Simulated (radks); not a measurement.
Results of a calculation; reference values are marked as such.
The mercury ion Hg4+, configuration [Xe] 4f14 5d8. Level of theory: scalar-relativistic Kohn-Sham, LDA (Slater exchange, Perdew-Wang correlation), spin-polarised, spherical densities, finite nucleus; open shells are filled with parallel spins first (spin-orbit coupling, left out, can overturn this in heavy ions); Fermi nuclear charge, rms radius 5.4648 fm (a radial shooting solver on a logarithmic mesh with Libxc functionals).

Normalised radial functions P(r) = r R(r), r in bohr:

r,4f down
0.001463,0.0000
0.002218,0.0000
0.003389,0.0000
0.005179,0.0000
0.007914,0.0001
0.012,0.0003
0.01833,0.0013
0.02801,0.0058
0.0428,0.0238
0.06489,0.0840
0.09915,0.2583
0.1515,0.6354
0.2315,1.1655
0.3509,1.4787
0.5363,1.2404
0.8195,0.6497
1.252,0.1920
1.898,0.0282
2.9,0.0014
4.432,0.0000

4f down: eigenvalue -147.35 eV, 0 radial nodes, <r> = 0.482 bohr, 90 % of the charge inside 0.770 bohr.
